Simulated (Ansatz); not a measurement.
`C[S][Al]([CH3])[Cl]` → `[CH2]` (triplet) + `[CH3][Al]([SH])[Cl]` at 700 K and 1 bar (formal loss of a carbene).

Calculated with Ansatz (gas phase, PBE0-D4/def2-TZVP geometries, no zero-point term in ΔE). CCSD(T)/CBS adds triple-zeta CCSD(T) − MP2 to the extrapolated MP2 energy (def2 sets, frozen cores). This one scheme is used for every species. Triplets are unrestricted, without spin–orbit coupling. Each species was taken in one conformer, which may not be the lowest.

```json
{"species": "`C[S][Al]([CH3])[Cl]`", "CCSD(T)/CBS energy (Eh)": "-1179.41428", "H − E (kJ/mol)": "288.0", "S (J/(mol·K))": "524.1"}
{"species": "`[CH2]` (triplet)", "CCSD(T)/CBS energy (Eh)": "-39.09499", "H − E (kJ/mol)": "70.4", "S (J/(mol·K))": "226.8"}
{"species": "`[CH3][Al]([SH])[Cl]`", "CCSD(T)/CBS energy (Eh)": "-1140.16049", "H − E (kJ/mol)": "192.2", "S (J/(mol·K))": "455.3"}
```

H − E and S are ideal-gas, rigid-rotor, harmonic terms from PBE0-D4/def2-TZVP, for one conformer and one mirror image of each species, with the whole ground term of open shells counted as degenerate. 1 Eh = 2625.50 kJ/mol, R = 8.31446 J/(mol·K).

Task: By hand: ΔE, ΔH, ΔS and ΔG.

Result: ΔE = (-39.09499) + (-1140.16049) − (-1179.41428) = 0.15880 Eh = 416.9 kJ/mol. Δ(H − E) = 70.4 + 192.2 − 288.0 = -25.4, so ΔH = 391.5 kJ/mol. ΔS = 226.8 + 455.3 − 524.1 = 158.0 J/(mol·K). ΔG = 391.5 − 700 × (158.0)/1000 = 280.9 kJ/mol.

Task: By hand: the equilibrium constant, and the temperature at which ΔG would vanish if ΔH and ΔS stayed fixed.

Result: log₁₀ K = −ΔG/(RT ln 10) = -21.0. ΔG = 0 at ΔH/ΔS = 2478 K.

The number of gas molecules changes by +1, which sets the sign of ΔS. A doubt of 5 kJ/mol in ΔE shifts log₁₀ K by 0.4 here. Other conformers and mirror images would add mixing entropy, several J/(mol·K) or more a flexible species. Modes under 60 cm⁻¹, often nearly free rotors, make the harmonic entropy too high. A triplet takes part, so the spin changes. These are equilibria of isolated gas molecules and say nothing of rates. Largest T1 diagnostic: 0.011 (customary marks: 0.02 for closed shells, 0.045 for open ones).
